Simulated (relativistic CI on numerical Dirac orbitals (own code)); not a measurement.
Spin-allowed bands of a d2 ion in an octahedral site, by hand

Problem. Take Δ = 13450 cm⁻¹ and B = 640 cm⁻¹ for a d2 ion in an octahedral site. Calculate the three spin-allowed bands.

Working.
1. The terms of highest spin are 3F (energy 0) and 3P (15B = 9600 cm⁻¹). Here the F term splits into A2 at +1.2Δ = 16140, T2 at +0.2Δ = 2690 and T1 at −0.6Δ = -8070 cm⁻¹.
2. The two T1 states mix through the element 0.4Δ: H = [[-8070, 5380], [5380, 9600]], with roots ½(H₁₁ + H₂₂) ∓ ½√[(H₂₂ − H₁₁)² + 4H₁₂²] = ½(1530) ∓ ½(20688) = -9579 and 11109 cm⁻¹.
3. The ground term is 3T1 at -9579 cm⁻¹.
4. Bands: 3T2 12269 cm⁻¹ (815 nm), 3T1(P) 20688 cm⁻¹ (483 nm), 3A2 25719 cm⁻¹ (389 nm).

Check. Exact diagonalisation of the whole d2 shell with these parameters gives 3T2 12269, 3T1 20688, 3A2 25719 cm⁻¹. The match is exact, since without spin-orbit coupling no other term has this spin. The ratio of the second band to the first, 1.686, depends on Δ/B = 21.0 alone, which is how a Tanabe-Sugano diagram is read.
